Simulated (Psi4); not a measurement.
A dimer, CH4 ··· BCl3 (SMILES C and ClB(Cl)Cl); the first 5 atoms form monomer A.

```
9

C      0.0000     0.0000     0.0000
H     -0.2699    -0.0633     1.0533
H      0.1603     1.0425    -0.2716
H     -0.8046    -0.4136    -0.6065
H      0.9142    -0.5655    -0.1752
Cl     4.5667     4.0178    -2.6872
B      3.3251     3.7054    -1.5012
Cl     1.8442     2.9141    -1.9771
Cl     3.5645     4.1841     0.1600
```

What interaction energy does SAPT0/jun-cc-pVDZ, frozen core (Psi4) give, and which attractive term is the largest?

Total -0.32 kJ/mol: electrostatics -1.20, exchange 3.63, induction -0.28, dispersion -2.46. The most attractive term is dispersion.
